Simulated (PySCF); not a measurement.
# Stretching one bond of B2H3N

Calculated results; nothing here was measured. They come from PySCF 2.14.0, an open-source quantum chemistry program, on an isolated molecule that a program drew, which may never have been made. The molecule is B2H3N (charge 0, singlet), drawn as the SMILES string `BB=N`.

The structure below is the HF double-zeta minimum with every atom moved a little at random, so it isn't optimised. Bond N3-H6 is then set to each length in the table by shifting atom 6 along it, with nothing else relaxed.
```xyz
6
B2H3N, angstrom
B    -3.6062   -0.4658   -0.4909
B    -2.2598   -1.2787   -1.0970
N    -1.3035   -1.9183   -1.5645
H    -3.6233    0.7202   -0.5478
H    -4.5361   -1.0890   -0.0014
H    -0.4998   -2.4146   -1.9190
```

E is the energy above the same method's energy at the HF double-zeta minimum. IE is the energy to remove one electron at fixed geometry, to the doublet state of charge +1, as a difference of total energies. The basis family is cc-pVnZ, with UHF for radicals and no spin-orbit coupling. Best is HF at quadruple zeta, plus MP2 correlation extrapolated from triple and quadruple zeta, plus CCSD(T) minus MP2 at triple zeta, with a frozen core. The other columns are at triple zeta.

| bond (Å) | E CCSD (kcal/mol) | E MP2 (kcal/mol) | E CCSD(T) (kcal/mol) | E best (kcal/mol) | IE CCSD (eV) | IE MP2 (eV) | IE CCSD(T) (eV) | IE best (eV) | T1 |
|---|---|---|---|---|---|---|---|---|---|
| 0.9189 | 3.76 | 3.79 | 3.76 | 3.78 | 10.825 | 11.218 | 10.993 | 11.135 | 0.017 |
| 1.0089 | 0.38 | 0.18 | 0.15 | 0.26 | 10.739 | 11.143 | 10.910 | 11.053 | 0.017 |
| 1.0599 | 2.68 | 2.35 | 2.31 | 2.45 | 10.690 | 11.100 | 10.863 | 11.007 | 0.017 |
| 1.1519 | ? | ? | ? | ? | ? | ? | ? | ? | ? |
| 1.1919 | 16.56 | 15.90 | 15.78 | 15.95 | 10.561 | 10.989 | 10.740 | 10.886 | 0.018 |
| 1.2389 | 23.09 | 22.33 | 22.15 | 22.32 | 10.516 | 10.951 | 10.697 | 10.843 | 0.018 |

T1 is the CCSD diagnostic of the starting molecule.

**Estimate the best E and IE at 1.1519 Å from the other rows.**

A least-squares cubic in the inverse of the bond length through the other values of E best gives 11.02 kcal/mol there. A least-squares quadratic in the bond length through IE best gives 10.923 eV. The calculation gives 11.02 kcal/mol and 10.922 eV, so the fits miss by 0.00 kcal/mol and 0.001 eV. The same recipe one zeta lower moves these two values by 0.21 kcal/mol and 0.04 eV, a gauge of their own error. The rest of the row: E is 11.50 (CCSD), 10.94 (MP2), 10.86 (CCSD(T)); IE is 10.600 (CCSD), 11.023 (MP2), 10.777 (CCSD(T)); T1 is 0.017.
